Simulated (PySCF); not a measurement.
## Worked example: chemical shift, span and skew from a shielding tensor

silacyclobutane (C₃H₈Si), SMILES C1C[SiH2]C1. Atoms are numbered in the order given.

```xyz
12

C      1.3351     0.1831     0.0000
C      0.3986    -0.1530    -1.2047
Si    -1.0615     0.0565     0.0000
C      0.3986    -0.1530     1.2047
H      2.2971    -0.3568     0.0000
H      1.5711     1.2600     0.0000
H      0.5078    -1.2057    -1.5137
H      0.5057     0.4810    -2.0965
H     -1.6499     1.4296     0.0000
H     -2.1781    -0.9372     0.0000
H      0.5078    -1.2057     1.5137
H      0.5057     0.4810     2.0965
```

The structure is a stationary point at B3LYP-D3(BJ)/def2-SVP.

GIAO shieldings from PBE/pcSseg-1 in PySCF, non-relativistic, no solvent. The symmetric part of the tensor of C2 has the principal values 143.5, 168.7, 188.8 ppm. The same nucleus in TMS has σ = 182.0 ppm at this level (PySCF, at its B3LYP-D3(BJ)/def2-TZVP geometry).

Q: Work out the isotropic shielding, the ¹³C shift against TMS, the span and the skew.

A: 
σ(iso) = (σ11 + σ22 + σ33)/3 = 167.0 ppm. δ = σ(ref) − σ(iso) = 182.0 − (167.0) = 15.0 ppm.
Span Ω = σ33 − σ11 = 45.3 ppm. Skew κ = 3(σ(iso) − σ22)/Ω = -0.11. Tumbling in solution averages the tensor to δ; in a static solid the shielding alone would spread this spin-1/2 line over Ω.
